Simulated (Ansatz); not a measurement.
Job for Ansatz (a program for electronic structure): R-CCSD(T)/cc-pV(T+d)Z on H4P2 (SMILES PP), a point of a torsion scan. Files ending in .json are basis or fitting sets from the Basis Set Exchange.

Ansatz 0.2 input:
```yaml
crystal:
  periodic: [false, false, false]
  atoms:
    - {symbol: P, position_ang: [-1.05853401, -0.28339292, -0.59803945]}
    - {symbol: P, position_ang: [1.10322746, -0.17010416, -0.44650996]}
    - {symbol: H, position_ang: [-1.34335432, 1.05083850, -0.30847757]}
    - {symbol: H, position_ang: [-1.22922426, -0.68686972, 0.72309634]}
    - {symbol: H, position_ang: [1.17588335, 0.67772015, 0.65854180]}
    - {symbol: H, position_ang: [1.21094913, 0.87870197, -1.35513405]}
basis:
  gaussian:
    orbitals: cc-pV_T+d_Z.json
magnetization: {spin_polarized: false}
correlation: {method: ccsd_t, electrons: outside_noble_gas}
scf: {lower_state_search: off}
```

Program output:

```
WARN ansatz: RAYON_NUM_THREADS=1 ignored (pool sized by the plan → 1); use --threads N
Functional definition: HF
these checks for a lower state are left out or cut short: stability, starts, cluster_reference, orbital_swaps, neighbouring_geometries, increment
integrals: 0.25 GiB planned
774 factors; integrals over basis functions are off by at most 9.2e-4 eV
mean field: 0.29 GiB planned
mean field evaluation 1: about -18606.6650 eV, gradient 1.2e1 eV
mean field evaluation 2: about -18606.9248 eV, gradient 1.3e1 eV
mean field evaluation 4: about -18607.9071 eV, gradient 1.4e0 eV
mean field evaluation 8: about -18607.9196 eV, gradient 9.0e-5 eV
mean field -18607.91962340 eV, -683.8284332590 hartree, gradient 5.5e-6 eV, S^2 0.000000; 0 other end points of the search recorded, 0 dependent functions left out
10 core orbitals not correlated
reference -18607.91962340 eV, -683.8284332590 hartree; 7, 7 occupied and 117, 117 virtual orbitals, 774 factors
second order -8.66874837 eV of doubles, -0.00000000 eV of singles
coupled cluster: 0.59 GiB planned
cycle   1  -9.50762337 eV  change   -8.4e-1 eV  update   7.6e-2
cycle   2  -9.83740806 eV  change   -3.3e-1 eV  update   2.5e-2
cycle   3  -9.86603165 eV  change   -2.9e-2 eV  update   8.2e-3
cycle   4  -9.86292529 eV  change    3.1e-3 eV  update   2.8e-3
cycle   5  -9.86195390 eV  change    9.7e-4 eV  update   8.9e-4
cycle   6  -9.86187203 eV  change    8.2e-5 eV  update   3.4e-4
cycle   7  -9.86195627 eV  change   -8.4e-5 eV  update   1.1e-4
cycle   8  -9.86196820 eV  change   -1.2e-5 eV  update   3.5e-5
cycle   9  -9.86195876 eV  change    9.4e-6 eV  update   1.1e-5
perturbative correction -0.41220202 eV, -0.0151481450 hartree
Total energy: -18618.19378419 eV, -684.2060017038 hartree
Checks for a lower state left out: stability, starts, cluster_reference, orbital_swaps, neighbouring_geometries, increment
```

Self-consistency was reached.

Cost: very roughly 12 core-seconds.
